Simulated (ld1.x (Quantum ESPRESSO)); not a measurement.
## PBE PAW dataset for boron (B), scalar-relativistic all-electron reference.

boron, PAW, made with ld1.x (Quantum ESPRESSO) 7.5 (PBE, scalar-relativistic). Core [He], reference 2s2 2p1. Waves: 2s (bound): rcut 1.45, rcutus 1.75 bohr; 2s channel at -0.3 Ry: rcut 1.45, rcutus 1.75 bohr; 2p (bound): rcut 1.65, rcutus 2.25 bohr; 2p channel at 0.1 Ry: rcut 1.65, rcutus 2.25 bohr. Local part: all-electron potential smoothed inside 1.45 bohr (lloc = -2). Core correction: a·sin(br)/r model core inside 1.70 bohr. Augmentation charge: PSQ, inside the norm-conserving radii.

All-electron outer shells of the reference configuration (PBE, scalar-relativistic, ld1.x):

```tsv
shell	level (eV)	outermost node (bohr)	outermost maximum (bohr)
1s	-180.59	–	0.21
2s	-9.44	0.46	1.52
2p	-3.61	–	1.57
```

(1) Estimate the cutoffs (Ry, on a coarse ladder) from which the occupation-weighted sum of valence levels, in a spherical-Bessel basis at the reference potential, stays within 10 and 1 mRy of its value at 400 Ry.

(2) Does the potential have ghost states?

(3) Is the overlap operator S = 1 + Σ q|β⟩⟨β| positive definite (Bessel basis up to 400 Ry)?

(4) Which valence shell sets the plane-wave cutoff?

(5) Tests: 2s2 2p0; 2s1 2p0; 2s2 2p0.5; 2s0 2p3; 2s2 2p1.3; 2s1 2p1; 2s1 2p2. Which has the largest error in its energy relative to the reference configuration, and how large is it?

Answers

(1) 10 Ry and 15 Ry.

(2) No extra level below or beside the all-electron valence levels (s, p, d, f tested).

(3) Yes: its lowest eigenvalue is 0.58 (s channel).

(4) 2p: its level needs 15 Ry to come within 1 mRy, against 8 Ry for 2s.

(5) 2s1 2p0, with -7.0 meV (all-electron minus pseudo) on +33.64 eV.
